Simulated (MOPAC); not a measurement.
A run for MOPAC: AM1 on CH3FOSi (SMILES CO[Si]F), a point of a torsion scan.

```
AM1 1SCF PRECISE CHARGE=0 THREADS=1
CH3FOSi

C     -0.85242196 1    -0.02241774 1     0.12165194 1
O      0.05227506 1     1.04795895 1     0.08463335 1
Si     0.68949094 1     1.98925986 1    -1.04934759 1
F      0.06381618 1     1.30175504 1    -2.40875944 1
H     -0.68866038 1    -0.70410493 1    -0.71525265 1
H     -1.87576330 1     0.35699915 1     0.07879994 1
H     -0.70464449 1    -0.55814458 1     1.06065696 1
```

It printed:

```
*******************************************************************************
 **                                                                           **
 **                              MOPAC v23.2.5                                **
 **                                                                           **
 *******************************************************************************
 ** MOPAC's Digital Object Identifier: https://doi.org/10.5281/zenodo.6511958 **
 **                                                                           **
 ** Please cite the open-source release paper for use of this MOPAC version:  **
 ** J. E. Moussa and J. J. P. Stewart (2026)                                  **
 ** MOPAC: An open-source semiempirical molecular orbital program             **
 ** J. Open Source Softw., 11(119), 8025, https://doi.org/10.21105/joss.08025 **
 *******************************************************************************

                              AM1 CALCULATION RESULTS

 *******************************************************************************
 *  AM1        - The AM1 Hamiltonian to be used
 *
 *
 *
 *                 CHARGE ON SYSTEM = 0
 *
 *
 *
 *  PRECISE    - TIGHTER CRITERIA TO BE USED
 *  1SCF       - DO 1 SCF AND THEN STOP
 *  THREADS=1  - MULTI-THREADING NOT USED
 *  T=         - A TIME OF 172800.0 SECONDS REQUESTED
 *  DUMP=N     - RESTART FILE WRITTEN EVERY 7200.0 SECONDS REQUESTED
 *******************************************************************************
AM1 1SCF PRECISE CHARGE=0 THREADS=1
 CH3FOSi

   ATOM   CHEMICAL          X               Y               Z
  NUMBER   SYMBOL      (ANGSTROMS)     (ANGSTROMS)     (ANGSTROMS)

     1       C         -0.85242196  *  -0.02241774  *   0.12165194  *
     2       O          0.05227506  *   1.04795895  *   0.08463335  *
     3      Si          0.68949094  *   1.98925986  *  -1.04934759  *
     4       F          0.06381618  *   1.30175504  *  -2.40875944  *
     5       H         -0.68866038  *  -0.70410493  *  -0.71525265  *
     6       H         -1.87576330  *   0.35699915  *   0.07879994  *
     7       H         -0.70464449  *  -0.55814458  *   1.06065696  *



          CARTESIAN COORDINATES

    NO.       ATOM           X           Y           Z

     1         C         -0.8524     -0.0224      0.1217
     2         O          0.0523      1.0480      0.0846
     3        Si          0.6895      1.9893     -1.0493
     4         F          0.0638      1.3018     -2.4088
     5         H         -0.6887     -0.7041     -0.7153
     6         H         -1.8758      0.3570      0.0788
     7         H         -0.7046     -0.5581      1.0607

  H: (AM1): M.J.S. DEWAR ET AL, J. AM. CHEM. SOC. 107 3902-3909 (1985)
  C: (AM1): M.J.S. DEWAR ET AL, J. AM. CHEM. SOC. 107 3902-3909 (1985)
  O: (AM1): M.J.S. DEWAR ET AL, J. AM. CHEM. SOC. 107 3902-3909 (1985)
  F: (AM1): M.J.S. DEWAR AND E. G. ZOEBISCH, THEOCHEM, 180, 1 (1988).
 Si: (AM1): M.J.S.DEWAR, C. JIE, ORGANOMETALLICS, 6, 1486-1490 (1987).

           Empirical Formula: C H3 O Si F  =     7 atoms



      MOLECULAR POINT GROUP   :   C1


      RHF CALCULATION, NO. OF DOUBLY OCCUPIED LEVELS = 12


 -------------------------------------------------------------------------------
 AM1 1SCF PRECISE CHARGE=0 THREADS=1
 CH3FOSi



     1SCF WAS SPECIFIED, SO BFGS WAS NOT USED
     SCF FIELD WAS ACHIEVED


                              AM1 CALCULATION
                                                       MOPAC v23.2.5 Linux




          FINAL HEAT OF FORMATION =       -121.00859 KCAL/MOL =    -506.29994 KJ/MOL


          COSMO AREA              =        110.44 SQUARE ANGSTROMS
          COSMO VOLUME            =         99.02 CUBIC ANGSTROMS

          IONIZATION POTENTIAL    =          7.935352 EV
          HOMO LUMO ENERGIES (EV) =         -7.935 -0.027
          NO. OF FILLED LEVELS    =         12
          MOLECULAR WEIGHT        =         78.1180         POINT GROUP:  C1

          MOLECULAR DIMENSIONS (Angstroms)

            Atom       Atom       Distance
            H     7    F     4     4.01081
           Si     3    H     5     2.45313
           Si     3    H     6     1.58024


          SCF CALCULATIONS        =          1





   ATOM   CHEMICAL          X               Y               Z
  NUMBER   SYMBOL      (ANGSTROMS)     (ANGSTROMS)     (ANGSTROMS)

     1       C         -0.85242196  *  -0.02241774  *   0.12165194  *
     2       O          0.05227506  *   1.04795895  *   0.08463335  *
     3      Si          0.68949094  *   1.98925986  *  -1.04934759  *
     4       F          0.06381618  *   1.30175504  *  -2.40875944  *
     5       H         -0.68866038  *  -0.70410493  *  -0.71525265  *
     6       H         -1.87576330  *   0.35699915  *   0.07879994  *
     7       H         -0.70464449  *  -0.55814458  *   1.06065696  *

                             CARTESIAN COORDINATES

   1    C       -0.852421960    -0.022417740     0.121651940
   2    O        0.052275060     1.047958950     0.084633350
   3   Si        0.689490940     1.989259860    -1.049347590
   4    F        0.063816180     1.301755040    -2.408759440
   5    H       -0.688660380    -0.704104930    -0.715252650
   6    H       -1.875763300     0.356999150     0.078799940
   7    H       -0.704644490    -0.558144580     1.060656960


           Empirical Formula: C H3 O Si F  =     7 atoms



      MOLECULAR POINT GROUP   :   C1


                  EIGENVALUES
 -47.25124 -38.01814 -27.79186 -18.28073 -16.39612 -16.27312 -15.41911 -14.33704
 -14.20156 -11.78718 -11.68656  -7.93535  -0.02698   1.22197   3.28029   4.27347
   4.30037   4.61935   5.54875


              NET ATOMIC CHARGES AND DIPOLE CONTRIBUTIONS

  ATOM NO.   TYPE          CHARGE      No. of ELECS.   s-Pop       p-Pop
    1          C           0.001513        3.9985     1.21884     2.77964
    2          O          -0.614780        6.6148     1.81429     4.80049
    3         Si           0.890365        3.1096     1.50677     1.60286
    4          F          -0.472333        7.4723     1.88633     5.58600
    5          H           0.055729        0.9443     0.94427
    6          H           0.059247        0.9408     0.94075
    7          H           0.080257        0.9197     0.91974
 DIPOLE           X         Y         Z       TOTAL
 POINT-CHG.     1.654     2.157     0.968     2.885
 HYBRID        -2.412    -2.997    -0.535     3.885
 SUM           -0.759    -0.840     0.433     1.212


          ATOMIC ORBITAL ELECTRON POPULATIONS

     Atom    s        px        py        pz
    1  C   1.21884   0.90292   0.86950   1.00723
    2  O   1.81429   1.56833   1.46530   1.76686
    3 Si   1.50677   0.56169   0.70429   0.33689
    4  F   1.88633   1.87861   1.88756   1.81983
    5  H   0.94427
    6  H   0.94075
    7  H   0.91974

 **********************
 *                    *
 * JOB ENDED NORMALLY *
 *                    *
 **********************




 == MOPAC DONE ==
```

The run finished.

Cost: roughly 0.03 core-seconds.
